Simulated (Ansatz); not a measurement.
`[AlH2][O][SiH2][AlH2]` + HBr → `[AlH2][Br]` + `O[SiH2][AlH2]` at 298.15 K and 1 bar (ligand exchange at the Al–O bond).

Isolated molecules relaxed with PBE0-D4/def2-TZVP in Ansatz; ΔE leaves out vibrations. CCSD(T)/CBS adds triple-zeta CCSD(T) − MP2 to the extrapolated MP2 energy (def2 sets, frozen cores). For Br outer-core shells are correlated without core-valence functions, which leaves a few kJ/mol of doubt a bond. Scalar relativity is left out up to krypton. Each species was taken in one conformer, which may not be the lowest.

```tsv
species	CCSD(T)/CBS energy (Eh)	H − E (kJ/mol)	S (J/(mol·K))
`[AlH2][O][SiH2][AlH2]`	-851.94680	151.8	399.8
HBr	-2573.91920	24.6	198.6
`[AlH2][Br]`	-2816.58301	49.0	265.0
`O[SiH2][AlH2]`	-609.28590	134.4	323.8
```

H − E and S are ideal-gas, rigid-rotor, harmonic terms from PBE0-D4/def2-TZVP, for one conformer and one mirror image of each species. 1 Eh = 2625.50 kJ/mol, R = 8.31446 J/(mol·K).

Q: By hand: ΔE, ΔH, ΔS and ΔG.

A: ΔE = (-2816.58301) + (-609.28590) − (-851.94680) − (-2573.91920) = -0.00291 Eh = -7.6 kJ/mol. Δ(H − E) = 49.0 + 134.4 − 151.8 − 24.6 = 7.0, so ΔH = -0.6 kJ/mol. ΔS = 265.0 + 323.8 − 399.8 − 198.6 = -9.6 J/(mol·K). ΔG = -0.6 − 298.15 × (-9.6)/1000 = 2.3 kJ/mol.

Q: By hand: the equilibrium constant, and the temperature at which ΔG would vanish if ΔH and ΔS stayed fixed.

A: log₁₀ K = −ΔG/(RT ln 10) = -0.4. ΔG = 0 at ΔH/ΔS = 62 K, though so small a ΔH makes that figure unsure.

TΔS isn't small against ΔH here. The sign of ΔG lies within the doubt. A doubt of 5 kJ/mol in ΔE shifts log₁₀ K by 0.9 here. Other conformers and mirror images would add mixing entropy, several J/(mol·K) or more a flexible species. Modes under 60 cm⁻¹, often nearly free rotors, make the harmonic entropy too high. These are equilibria of isolated gas molecules and say nothing of rates. Largest T1 diagnostic: 0.013 (customary marks: 0.02 for closed shells, 0.045 for open ones).
